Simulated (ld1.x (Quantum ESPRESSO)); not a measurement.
**What the settings do to the TM potential of phosphorus (P)**

Base potential:

ld1.x (Quantum ESPRESSO) 7.5 input, shortened:

```
&input
   title='P', zed=15., rel=1, dft='PBE', iswitch=3,
   config='[Ne] 3s2 3p3'
 /
 &inputp
   pseudotype=2, tm=.true., lloc=-1, rcloc=1.35,
   nlcc=.true., new_core_ps=.true., rcore=1.50
 /
2
3S  1  0   2.00   0.00  1.50  1.50  0.0
3P  2  1   3.00   0.00  1.45  1.45  0.0
 &test
   configts(1)='3s2 3p3'
 /
```

All-electron outer shells of the reference configuration (PBE, scalar-relativistic, ld1.x):

```json
{"shell": "2s", "level (eV)": "-173.99", "outermost node (bohr)": "0.14", "outermost maximum (bohr)": "0.42"}
{"shell": "2p", "level (eV)": "-124.49", "outermost node (bohr)": "–", "outermost maximum (bohr)": "0.36"}
{"shell": "3s", "level (eV)": "-13.97", "outermost node (bohr)": "0.65", "outermost maximum (bohr)": "1.58"}
{"shell": "3p", "level (eV)": "-5.51", "outermost node (bohr)": "0.64", "outermost maximum (bohr)": "1.83"}
```

Cutoffs, loose and tight: the cutoffs (Ry, on a coarse ladder) from which the occupation-weighted sum of valence levels, in a spherical-Bessel basis at the reference potential, stays within 10 and 1 mRy of its value at 400 Ry. They do not see the model core or the augmentation charge, which bear on the density cutoff. Test errors are all-electron minus pseudo excitation energies from the reference, over the configurations 3s2 3p2; 3s2 3p1; 3s2 3p0; 3s2 3p2.5; 3s1 3p4; 3s1 3p3; 3s1 3p0. A dash means not determined; rows that change the core or the reference have their own tests.

A true bound ghost makes a file unfit for plane-wave use even where its test errors are small: the radial tests pick states by their node count and pass the ghost by.

| change | outcome | cutoff, loose | cutoff, tight | bound ghosts | largest test error (meV) |
| --- | --- | --- | --- | --- | --- |
| base | generated | 35 Ry | 55 Ry | none | +222 |
| local potential all-electron potential smoothed inside 1.78 bohr (lloc = -1) | generated | 35 Ry | 55 Ry | none | +205 |
| functional LDA (PZ) | generated | 35 Ry | 55 Ry | none | +259 |
| core correction Bessel-smoothed model core inside 1.08 bohr | generated | 35 Ry | 55 Ry | none | +183 |
| all radii but the core radius scaled by about 0.75 (s 1.12, p 1.08 bohr); local potential all-electron potential smoothed inside 1.02 bohr (lloc = -1) | generated | 160 Ry | 260 Ry | s | +1937 |
| non-relativistic | generated | 35 Ry | 55 Ry | none | +228 |
| wave 3p (bound): rc 1.45 bohr becomes 3p (bound): rc 2.18 bohr | generated | 18 Ry | 50 Ry | none | +224 |
| local potential the s channel | generated | 35 Ry | 55 Ry | none | +173 |
| local potential the p channel | generated | 35 Ry | 55 Ry | none | +166 |
| wave 3s (bound): rc 1.50 bohr becomes 3s (bound): rc 2.18 bohr | generated | 18 Ry | 50 Ry | none | +289 |

**Question.** What comes out with this change to the base: wave 3s (bound): rc 1.50 bohr becomes 3s (bound): rc 1.02 bohr?

**Answer.** outcome: generated; cutoff, loose: 90 Ry; cutoff, tight: 300 Ry; bound ghosts: none; largest test error (meV): +276.
